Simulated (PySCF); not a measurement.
Spectrum to structure. Method used: TDDFT CAM-B3LYP/def2-SVPD, vertical, gas phase, core orbitals frozen in the response in PySCF 2.14.0, density-fitted response routines. Geometries: PBE0-D3(BJ)/def2-SVP, one conformer each. Relativistic effects are left out although some hold elements past zinc.

```csv
state,λ (nm),f
S1,363.7,0.0001
S2,230.1,0.0015
S3,225.0,0.068
S4,214.6,0.0031
S5,209.5,0.211
S6,184.6,0.027
S7,182.6,0.054
S8,181.1,0.0008
S9,174.0,0.015
S10,172.4,0.283
```

Orbital energies (eV): HOMO-3 -10.99, HOMO-2 -9.92, HOMO-1 -9.19, HOMO -7.40, LUMO 0.53, LUMO+1 0.64, LUMO+2 0.95.

Question: Which structure fits?
A. `C1CN=CC1`
B. `[H][Al]([CH3])[CH3]`
C. `[H][Al]([H])[CH2]C`
D. `[N](=C)[AlH2-][AsH3+]`

Answer: D. Its S1, at 3.41 eV, is the lowest among the candidates; the nearest of the others has S1 at 4.88 eV. S1 is HOMO→LUMO+1 (93%). Löwdin shares by element: HOMO nitrogen 55%, carbon 17%, arsenic 6%, hydrogen 6% or more (atoms not listed hold the other 15%); LUMO arsenic 37%, hydrogen 26% or more, aluminium 17% (atoms not listed hold the other 20%). At the same level the other candidates give, for their lowest levels:
- `C1=NCCC1`: 227 nm (f 0.002); 170 nm (f 0.028); 167 nm (f 0.165); 161 nm (f 0.002); 150 nm (f 0.007); T1 4.61 eV; HOMO -8.87, LUMO 1.20 eV
- `[H][Al]([CH3])[CH3]`: 224 nm (f 0.000); 222 nm (f 0.005); 178 nm (f 0.116); 170 nm (f 0.044); 155 nm (f 0.017); T1 5.14 eV; HOMO -9.18, LUMO 0.03 eV
- `[H][Al]([H])[CH2]C`: 254 nm (f 0.002); 229 nm (f 0.000); 178 nm (f 0.044); 163 nm (f 0.001); 161 nm (f 0.044); T1 4.56 eV; HOMO -8.91, LUMO -0.45 eV
Triplets come from the Tamm–Dancoff approximation.
